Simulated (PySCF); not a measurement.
# Dy(56+): ionisation energy

Dy(56+) [Ne] (1S) → Dy(57+) [He] 2s2 2p5 (2P), as a difference of total energies. Computed with PySCF 2.14 in an even-tempered Gaussian basis (19 s from 33 bohr⁻², ratio 2.2; 13 p from 43 bohr⁻², ratio 2.2; 6 d from 170 bohr⁻², ratio 2.4; 5 f from 260 bohr⁻², ratio 2.4; 4 g from 390 bohr⁻², ratio 2.4), with scalar relativity by spin-free X2C-1e. Correlated levels: nothing frozen; virtual orbitals above 40 to 60 times the deepest correlated orbital energy dropped. The calculations carry no spin-orbit coupling.

```json
{"method": "UHF", "ionisation energy (eV)": "12352.5"}
{"method": "LDA", "ionisation energy (eV)": "12347.0"}
{"method": "PBE", "ionisation energy (eV)": "12348.2"}
{"method": "PBE0", "ionisation energy (eV)": "12349.8"}
{"method": "r2SCAN", "ionisation energy (eV)": "12353.7"}
{"method": "TPSSh", "ionisation energy (eV)": "12349.0"}
{"method": "MN15", "ionisation energy (eV)": "12357.5"}
{"method": "MP2 (all electrons)", "ionisation energy (eV)": "12354.3"}
{"method": "SCS-MP2 (all electrons)", "ionisation energy (eV)": "12354.1"}
```

A first-order spin-orbit estimate (lowest level to lowest level, LS coupling) adds -259.1 eV.

For this ion Breit and QED terms and the two-electron picture change, all absent here, outweigh the differences among the correlated methods.

For comparison: 12081 ± 5 eV (theoretical estimate listed by NIST; NIST Atomic Spectra Database, ionization energies).
